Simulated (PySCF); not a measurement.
## NMR parameters of MoO3

MoO3, point group C3v.

Geometry:
```
atom   x (Å)   y (Å)   z (Å)
 Mo1  -0.003   0.002   0.412
  O2   1.598  -0.023  -0.127
  O3  -0.778   1.395  -0.150
  O4  -0.816  -1.374  -0.136
```

GIAO calculations in PySCF 2.14 on the PBE0-D3(BJ)/def2-SVP structure: isolated species, scalar relativity only through the core potential, equivalent atoms averaged; basis pcSseg-1 (def2-TZVP on Mo).

Task: Give the isotropic shieldings (ppm) with B3LYP, PBE0.

Result: 
```csv
atoms,environment,B3LYP,PBE0
O2/O3/O4,oxygen bonded to Mo,-805.2,-802.0
HOMO–LUMO gap (eV),–,3.72,4.34
```

Task: And the chemical shifts, against references computed in the same way?

Result: 
| atoms | nucleus, reference | B3LYP | PBE0 |
| --- | --- | --- | --- |
| O2/O3/O4 | ¹⁷O, H2O | 1139.3 | 1136.6 |

Task: Which part of the shielding of O2/O3/O4 depends on the functional?

Result: Diamagnetic: B3LYP 401, PBE0 400 ppm; paramagnetic: B3LYP -1206, PBE0 -1202 ppm.

Mo is described by an effective core potential, so it has no shielding of its own here; spin–orbit effects on the atoms bonded to it, which can be large, are absent, and the values of these neighbours are rough. Unscaled 17O shifts of doubly bonded oxygen tend to come out too high, by tens of ppm or more. Experimental scales use liquid or dissolved standards, which lie at an offset from isolated H2O (liquid H2O: subtract about 36 ppm).
